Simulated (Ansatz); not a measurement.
C10H15B⁻, that is BEt2Ph with one electron more. Charge -1, multiplicity 2. Geometry PBE-D4/def2-SVP, that of the neutral singlet; atoms count from 1.

```xyz
26

B     0.487   -0.690   -0.647
C     1.959   -0.412   -1.161
C     2.401    1.032   -1.427
H     2.189   -1.063   -2.033
H     2.582   -0.854   -0.337
H     3.477    1.100   -1.693
H     1.828    1.474   -2.268
H     2.231    1.688   -0.549
C    -0.248   -2.018   -1.100
C    -1.189   -2.720   -0.111
H     0.484   -2.738   -1.528
H    -0.832   -1.673   -1.994
H    -1.715   -3.582   -0.573
H    -0.627   -3.110    0.763
H    -1.960   -2.032    0.289
C    -0.237    0.334    0.301
C     0.437    0.935    1.393
C    -0.212    1.834    2.252
C    -1.551    2.186    2.018
C    -2.238    1.619    0.932
C    -1.593    0.693    0.100
H     1.492    0.680    1.586
H     0.333    2.273    3.102
H    -2.059    2.903    2.681
H    -3.288    1.892    0.742
H    -2.153    0.249   -0.738
```

The highest occupied level of the charge -1 doublet lies above zero (up to 1.77 eV). By energy differences it is unbound by 0.25 eV (vertical, against the charge 0 singlet, at PBE0-D4/def2-TZVP) and held by the finite basis.

Problem. Estimate the Mulliken populations from the PBE0/def2-TZVP orbitals of Ansatz.

Solution. 
| atom | charge (e) | spin (α − β) |
| --- | --- | --- |
| B1 | -0.08 | 0.59 |
| C2 | -0.29 | -0.03 |
| C3 | -0.32 | 0.00 |
| H4 | 0.07 | 0.00 |
| H5 | 0.07 | 0.03 |
| H6 | 0.06 | 0.01 |
| H7 | 0.08 | 0.01 |
| H8 | 0.12 | 0.00 |
| C9 | -0.29 | -0.03 |
| C10 | -0.32 | 0.00 |
| H11 | 0.06 | 0.00 |
| H12 | 0.07 | 0.03 |
| H13 | 0.06 | 0.01 |
| H14 | 0.08 | 0.01 |
| H15 | 0.12 | 0.00 |
| C16 | 0.10 | 0.03 |
| C17 | -0.21 | 0.12 |
| C18 | -0.14 | -0.06 |
| C19 | -0.17 | 0.25 |
| C20 | -0.14 | -0.06 |
| C21 | -0.21 | 0.12 |
| H22 | 0.08 | -0.01 |
| H23 | 0.05 | 0.00 |
| H24 | 0.04 | -0.02 |
| H25 | 0.05 | 0.00 |
| H26 | 0.07 | -0.01 |
Mulliken values depend strongly on the basis.

Problem. Where does the spin sit?

Solution. Summed by element: B 0.59, C 0.35, H 0.06, of 1 unpaired in all. Largest on single atoms: B1 0.59, C19 0.25, C17 0.12.

Problem. And the Mayer bond orders between heavy atoms (over 0.3)?

Solution. B1–C2 1.03 (1.58 Å); B1–C9 1.02 (1.58 Å); B1–C16 1.23 (1.57 Å); C2–C3 0.98 (1.53 Å); C9–C10 0.98 (1.53 Å); C16–C17 1.26 (1.42 Å); C16–C21 1.26 (1.42 Å); C17–C18 1.49 (1.40 Å); C18–C19 1.33 (1.40 Å); C19–C20 1.33 (1.40 Å); C20–C21 1.49 (1.40 Å).
